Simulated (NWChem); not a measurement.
System: AlI$_{3}$; SMILES [I][Al]([I])[I]

Input file for NWChem:

```
start job
memory heap 200 mb stack 900 mb global 1100 mb
geometry units angstroms noautoz
  Al     0.000000     0.000000     0.000000
  I     -1.729647     1.742598     0.000000
  I      2.373957     0.626619     0.000000
  I     -0.644311    -2.369217     0.000000
end
basis spherical
  Al library def2-svp
  I library def2-svp
end
ecp
  I library def2-ecp
end
dft
  xc r2scan0
  iterations 150
  mulliken
end
task dft energy
```

The geometry was optimised at PBE0/def2-SVP. def2 effective core potentials on I; no spin-orbit coupling.

Task: Predict the main results of this run. (r2SCAN0/def2-SVP with def2 effective core potentials on I.) Quantities: energy (Ha); highest occupied level (eV); orbital gap (eV).

Result: 
```json
{
  "energy (Ha)": "-1135.89",
  "highest occupied level (eV)": "-7.94",
  "orbital gap (eV)": "6.08"
}
```
